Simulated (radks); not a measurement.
Values are calculated unless marked as measured or tabulated.
Coulomb parameter of the 4d shell of the molybdenum ion Mo+ in the model configuration [Kr] 4d4 5p1, as a second difference U = [E(n + 0.25) + E(n - 0.25) - 2 E(n)] / (0.25)^2 with all orbitals relaxed. "Bare": the charge of the atom changes with n. "Screened": the 5p shell takes up the change at fixed total charge, which measures U(4d,4d) + U(5p,5p) - 2 U(4d,5p). Code: a radial shooting solver on a logarithmic mesh with Libxc functionals. Model: Dirac Kohn-Sham, PBE, spin-unpolarised, spherical densities, point nucleus; open shells are shared between the two j in proportion to 2j + 1.

case,configuration,E - E(n) (eV)
start,[Kr] 4d4 5p1,0.000
bare +0.25,[Kr] 4d4.25 5p1,-3.159
bare -0.25,[Kr] 4d3.75 5p1,3.784
screened +0.25,[Kr] 4d4.25 5p0.75,-1.565
screened -0.25,[Kr] 4d3.75 5p1.25,1.700

U(bare) = 9.999 eV, U(screened by 5p) = 2.169 eV.
